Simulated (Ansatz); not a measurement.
CH₄OSiTe (`O=C[Te][SiH3]`), relaxed with RKS PBE-D4/def2-SVP in Ansatz 0.2.0 from a rough embedded geometry. The force threshold is 0.03 eV/Å; the program also tests the step.

Charge 0, multiplicity 1. Te: def2 effective core potential.

Start:

```xyz
8

O    -0.281    2.060    1.332
C     0.399    1.106    1.439
Te   -0.541   -0.758    1.401
Si   -0.285   -0.923   -1.056
H     1.492    1.172    1.514
H     1.111   -0.777   -1.418
H    -1.028    0.261   -1.646
H    -0.866   -2.141   -1.566
```

```tsv
step	energy (eV)	largest force (eV/Å)	largest move (Å)
1	-18306.6127	2.924	0.000
2 (rejected)	-18306.5456	3.113	0.195
3	-18306.9295	1.116	0.094
4	-18306.9927	0.292	0.100
5	-18307.0148	0.211	0.130
6	-18307.0380	0.305	0.120
7 (rejected)	-18307.0064	2.280	0.195
8	-18307.0578	0.373	0.098
9	-18307.0811	0.485	0.100
10	-18307.1242	0.342	0.150
11	-18307.1422	1.209	0.195
12	-18307.2138	0.268	0.200
13	-18307.2270	0.306	0.130
14 (rejected)	-18307.1967	1.763	0.195
15	-18307.2508	0.096	0.098
16	-18307.2628	0.072	0.100
17	-18307.2708	0.442	0.146
18 (rejected)	-18307.2018	1.188	0.152
19	-18307.2782	0.214	0.076
20	-18307.2799	0.328	0.098
21	-18307.2827	0.266	0.027
22	-18307.2884	0.034	0.060
23	-18307.2890	0.017	0.035
24	-18307.2892	0.040	0.030
25 (rejected)	-18307.2890	0.035	0.016
26	-18307.2893	0.005	0.005
```

End:

```xyz
8

O     0.542    1.759    2.518
C     0.420    1.109    1.520
Te   -1.373   -0.104    1.053
Si   -0.370   -0.854   -1.130
H     1.190    1.029    0.699
H     0.980   -0.180   -1.178
H    -1.197   -0.413   -2.304
H    -0.193   -2.345   -1.178
```

Run time 26 s (4 threads of an Arm Neoverse V1 on a shared host); peak host memory 0.15 GiB.
